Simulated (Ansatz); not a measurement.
Level of theory: frozen-core CCSD(T)/cc-pVTZ // PBE0-D4/def2-TZVP run with Ansatz (a first-principles code).

Ansatz 0.2 input:
```yaml
crystal:
  periodic: [false, false, false]
  atoms:
    - { symbol: F, position_ang: [-0.090067, 1.424278, -0.433754] }
    - { symbol: B, position_ang: [-0.008495, 0.134334, -0.236931] }
    - { symbol: Br, position_ang: [-1.606642, -0.889622, -0.134183] }
    - { symbol: Br, position_ang: [1.705202, -0.668993, -0.060791] }
basis:
  gaussian: { orbitals: cc-pVTZ }
correlation:
  method: ccsd_t
```

Output:

```
Functional definition: HF
944 factors; integrals over basis functions are off by at most 1.2e-3 eV
mean field evaluation 1: about -143381.1258 eV, gradient 2.7e1 eV
mean field evaluation 2: about -143381.3032 eV, gradient 2.8e1 eV
mean field evaluation 4: about -143382.9927 eV, gradient 2.1e0 eV
mean field evaluation 8: about -143383.0228 eV, gradient 1.8e-1 eV
mean field evaluation 16: about -143382.2385 eV, gradient 1.8e1 eV
mean field -143383.02297593 eV, -5269.2289058618 hartree, gradient 3.0e-6 eV, S^2 0.000000; 0 other end points of the search recorded, 0 dependent functions left out
20 core orbitals not correlated
reference -143383.02297593 eV, -5269.2289058618 hartree; 22, 22 occupied and 104, 104 virtual orbitals, 944 factors
second order -21.57576202 eV of doubles, -0.00000000 eV of singles
cycle   1  -21.47099651 eV  change    1.0e-1 eV  update   9.7e-2
cycle   2  -21.92930037 eV  change   -4.6e-1 eV  update   2.7e-2
cycle   3  -22.02268597 eV  change   -9.3e-2 eV  update   1.4e-2
cycle   4  -22.00530922 eV  change    1.7e-2 eV  update   3.8e-3
cycle   5  -22.00368898 eV  change    1.6e-3 eV  update   1.6e-3
cycle   6  -22.00439876 eV  change   -7.1e-4 eV  update   4.8e-4
cycle   7  -22.00404552 eV  change    3.5e-4 eV  update   1.3e-4
cycle   8  -22.00402782 eV  change    1.8e-5 eV  update   4.2e-5
perturbative correction -0.84155500 eV, -0.0309265759 hartree
Total energy: -143405.86855875 eV, -5270.0684655451 hartree
```

Cost: around 30 core-seconds (rough).
